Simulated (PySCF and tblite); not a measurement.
The numbers below are computed, except where a source is named.
C₆H₇F, numbered as in [F:1][CH2:2][CH:3]1[CH:4]=[CH:5][CH:6]=[CH:7]1.

Geometries GFN2-xTB; weights from PBE0-D3(BJ)/pcSseg-1 energies and GFN2-xTB thermal corrections, with symmetry numbers and mirror pairs. Conformers within 2.5 kcal/mol (GFN2-xTB free energy) were kept, 6 at most. GIAO shieldings: PBE0/pcSseg-1. Shifts are against TMS (¹H), TMS (¹³C), CFCl3 (¹⁹F) at the same level. (PySCF 2.14, tblite 0.8.)

**Question.** List the conformer-averaged shifts at 298.15 K.

**Answer.** ¹H: 6.80 (H5/H6, 2H), 6.76 (H4/H7, 2H), 4.66 (H2, 2H), 3.60 (H3, 1H) ppm. ¹³C: 143.9 (C4/C7), 140.9 (C5/C6), 86.2 (C2), 60.3 (C3) ppm. ¹⁹F: -242.4 (F1) ppm.

**Question.** How do the conformers differ?

**Answer.** Torsions listed: F1–C2–C3–C4. The 5-ring runs over atoms 3–4–5–6–7. Of a mirror pair one member is shown.
```
conformer              shape  weight %
        1  5-ring flat; 175°      97.5
        2  5-ring flat; -58°       2.5
```

```
signal       1       2  average
    H2    4.65    5.14     4.66
    H3    3.61    3.11     3.60
 H4/H7    6.76    6.74     6.76
 H5/H6    6.80    6.79     6.80
    C2    86.2    83.9     86.2
    C3    60.3    60.3     60.3
 C4/C7   143.8   144.5    143.9
 C5/C6   140.9   141.4    140.9
    F1  -242.2  -249.7   -242.4
```

Unscaled ¹⁹F shifts at such levels can be off by tens of ppm; differences between conformers or isomers are more reliable. Shifts are unscaled: against experiment ¹³C can be off by 15 ppm or more and ¹H by 0.8 ppm.
